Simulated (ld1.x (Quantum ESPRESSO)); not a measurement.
**What one change does to a pseudopotential (Zr, RRKJ)**

- Element: Zr
- Generator: ld1.x (Quantum ESPRESSO) 7.5
- Type: norm-conserving RRKJ (Kleinman–Bylander form)
- Functional: PBE
- Relativity: scalar-relativistic
- Frozen core: [Kr]
- Valence charge: 4
- Reference configuration: 4d2 5s2 5p0
- Partial waves: 5p (bound, empty): rc 3.05 bohr; 4d (bound): rc 2.25 bohr; 4f channel at 0.4 Ry: rc 3.30 bohr; 5s (bound): rc 3.05 bohr
- Local potential: the s channel
- Core correction: none

Change: all radii scaled by about 1.15 (s 3.50, p 3.50, d 2.58, f 3.78 bohr).

Cutoffs: the cutoffs (Ry, on a coarse ladder) from which the occupation-weighted sum of valence levels, in a spherical-Bessel basis at the reference potential, stays within 10 and 1 mRy of its value at 400 Ry; they do not see the model core or the augmentation charge, which bear on the density cutoff. Errors are all-electron minus pseudo energies relative to the spin-unpolarised reference configuration.

Q: How do hardness, ghosts and transferability respond?

A: The potential gets softer (25 Ry and 30 Ry → 21 Ry and 25 Ry); of the 7 tests that both files solve, the error grows in 2 and shrinks in 3 by more than 15 % and 0.3 meV (median size 9.0 → 5.9 meV); neither file shows a bound ghost. A larger radius leaves more room for a smooth pseudo-wave, so fewer plane waves are needed.

```tsv
quantity	base	changed
cutoff, loose	25 Ry	21 Ry
cutoff, tight	30 Ry	25 Ry
loose cutoff by channel (10 mRy a level)	d 21 Ry, s 6 Ry	d 18 Ry, s 6 Ry
bound ghosts	none	none
error for 4d2 5s1 5p0, meV [ΔE 7.14 eV]	+5.5	+6.5
error for 4d2 5s0 5p0, meV [ΔE 20.08 eV]	+140	+133
error for 4d1 5s0 5p0, meV [ΔE 42.70 eV]	+324	+298
error for 4d2 5s0 5p2, meV [ΔE 6.21 eV]	+25	-2.1
error for 4d2 5s1 5p1, meV [ΔE 3.04 eV]	+4.1	-1.1
error for 4d3 5s1 5p0, meV [ΔE 1.19 eV]	-9.0	+5.9
error for 4d2.5 5s1.5 5p0, meV [ΔE 0.51 eV]	-1.4	+2.9
```
